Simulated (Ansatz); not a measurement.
`[AlH2][O]B1CC1` + `F/C=C\S` → `F/C=C/[S][AlH2]` + `OB1CC1`  (ligand exchange at the Al–O bond)

Calculated with Ansatz (gas phase, PBE0-D4/def2-TZVP geometries, no zero-point term in ΔE). CBS: MP2 limit from def2 TZ/QZ plus the TZ coupled-cluster correction, frozen cores. Double bonds are as drawn, so ΔE can hold a change between cis and trans. DFT in def2-TZVPP. B3LYP here is the variant with VWN-RPA as its local correlation; programs differ in this. Each species was taken in one conformer, which may not be the lowest.

```json
{"level": "r2SCAN-D4", "ΔE (eV)": "0.35"}
{"level": "B3LYP-D4", "ΔE (eV)": "0.53"}
{"level": "PBE", "ΔE (eV)": "0.29"}
{"level": "PBE0", "ΔE (eV)": "0.29"}
{"level": "HF/def2-TZVPP", "ΔE (eV)": "0.70"}
{"level": "SCS-MP2/def2-TZVPP", "ΔE (eV)": "0.46"}
{"level": "HF/def2-QZVPP", "ΔE (eV)": "0.73"}
{"level": "CCSD/CBS(def2)", "ΔE (eV)": "0.48"}
```

What does CCSD(T)/CBS give? (Best estimate.)

The calculation gave: +0.41 eV. The listed levels differ from it by -0.06, 0.12, -0.12, -0.12, 0.29, 0.05, 0.32, 0.07 eV.

Largest T1 diagnostic among the species: 0.013.

In def2-TZVPP, CCSD(T) changes the Hartree–Fock value by −0.29 eV (the triples alone add −0.07 eV) and MP2 by −0.34 eV. The D4 term adds −0.05 eV with B3LYP and −0.02 eV with PBE0; it sums over pairs of atoms, weighted by their polarisabilities, and B3LYP, whose exchange is more repulsive, gets the larger term.
